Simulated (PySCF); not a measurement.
# Working out the ionisation energy of Co⁺

Co⁺ [Ar] 3d8 (3F) → Co²⁺ [Ar] 3d7 (4F). Computed with PySCF 2.14 in Sapporo-DKH3-DZP-2012, with scalar relativity by spin-free X2C-1e. Frozen: [Ar]. Energies in hartree (1 hartree = 27.21139 eV):

```json
{"part": "UHF", "Co⁺ (lower)": "-1391.544444", "Co²⁺ (upper)": "-1391.019188"}
{"part": "MP2 opposite-spin", "Co⁺ (lower)": "-0.143726", "Co²⁺ (upper)": "-0.079085"}
{"part": "MP2 same-spin", "Co⁺ (lower)": "-0.089423", "Co²⁺ (upper)": "-0.061338"}
```

What does Hartree-Fock give?

(-1391.019188) − (-1391.544444) = 0.525256 hartree = 14.293 eV.

What do MP2 and SCS-MP2 (6/5 opposite-spin, 1/3 same-spin) give?

The opposite-spin parts differ by 1.759 eV and the same-spin parts by 0.764 eV. MP2: 14.293 + (1.759) + (0.764) = 16.816 eV. SCS-MP2: 14.293 + 1.2 × (1.759) + (0.764)/3 = 16.658 eV.

Reference: 17.084 eV (measured; NIST Atomic Spectra Database, ionization energies), between the lowest levels; spin-orbit coupling is absent from the calculation.

A double-zeta basis recovers only part of the correlation energy.

What remains against the reference includes basis incompleteness, the frozen core and correlation beyond second order.
